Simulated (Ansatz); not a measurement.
Reactions of `C[NH][SnH2][SiH3]`.

Gas-phase electronic energies from Ansatz, PBE0-D4/def2-TZVP geometries. CBS: MP2 limit from def2 TZ/QZ plus the TZ coupled-cluster correction, frozen cores. This one scheme is used for every species. Functionals use def2-TZVPP. def2 core potentials past Kr. For Sn, Y outer-core shells are correlated without core-valence functions, which leaves a few kJ/mol of doubt a bond. One conformer a species, not always the lowest.

| reaction | HF/CBS(def2) (kJ/mol) | PBE0-D4 (kJ/mol) | ωB97X-V (kJ/mol) | CCSD(T)/CBS(def2) (kJ/mol) |
| --- | --- | --- | --- | --- |
| `C[NH][SnH2][SiH3]` + `COB(N)O` → `COB(N)O[SiH3]` + `C[NH][SnH3]` | -90 | -46 | -62 | -58 |
| `C[NH][SnH2][SiH3]` + `NB(O)O` → `NB(O)O[SiH3]` + `C[NH][SnH3]` | -91 | -48 | -64 | -60 |
| `C[NH][SnH2][SiH3]` + `[OH][AlH][CH2]F` → `F[CH2][AlH][O][SiH3]` + `C[NH][SnH3]` | -112 | -65 | -81 | -76 |
| `C[NH][SnH2][SiH3]` + `[OH][Sn][OH]` → `[OH][Sn][O][SiH3]` + `C[NH][SnH3]` | -108 | -64 | -79 | -76 |
| `C[NH][SnH2][SiH3]` + `[OH][SnH3]` → `[SiH3][O][SnH3]` + `C[NH][SnH3]` | -110 | -62 | -79 | -76 |
| `C[NH][SnH2][SiH3]` + fluoromethane → `F[CH2][SnH2][SiH3]` + CH₃NH₂ | 27 | 19 | 21 | 25 |
| `C[NH][SnH2][SiH3]` + SiH₄ → `[SiH3][SnH2][SiH3]` + CH₃NH₂ | -40 | -55 | -43 | -42 |
| `C[NH][SnH2][SiH3]` + `C[N](C)[Y]([OH])[OH]` → `C[N](C)[Y]([OH])[O][SiH3]` + `C[NH][SnH3]` | -119 | -72 | -87 | -84 |

Largest T1 diagnostic: 0.018, for `[OH][Sn][OH]`.
